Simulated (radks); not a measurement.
The xenon ion Xe2+, 52 electrons, occupied as [Kr] 4d10 5s2 5p4. Calculated with a radial shooting solver on a logarithmic mesh with Libxc functionals: scalar-relativistic Kohn-Sham, SCAN, spin-unpolarised, spherical densities, finite nucleus; meta-GGA in the generalised Kohn-Sham scheme; Fermi nuclear charge, rms radius 4.7859 fm.

Unscreened Slater integrals over Kohn-Sham orbitals (eV).

integral,value
"F0(5p,5p)",11.757
"F2(5p,5p)",6.3712
"F0(5p,5s)",12.567
"G1(5p,5s)",8.4150
"F0(5p,4d)",14.668
"F2(5p,4d)",4.1366
"G1(5p,4d)",1.2607
"G3(5p,4d)",1.1874
"F0(5p,4p)",14.885
"F2(5p,4p)",3.6138
"G0(5p,4p)",0.69976
"G2(5p,4p)",0.90342
"F0(5s,5s)",13.634
"F0(5s,4d)",16.660
"G2(5s,4d)",1.9856
"F0(5s,4p)",16.964
"G1(5s,4p)",1.2025
"F0(4d,4d)",28.056
"F2(4d,4d)",14.242
"F4(4d,4d)",9.4736
"F0(4d,4p)",29.821
"F2(4d,4p)",15.227
"G1(4d,4p)",19.378
"G3(4d,4p)",12.043
"F0(4p,4p)",31.974
"F2(4p,4p)",16.826

Derived for the open shells (J is the average intra-shell exchange parameter used in DFT+U). 5p: J = F2/5 = 1.274 eV.
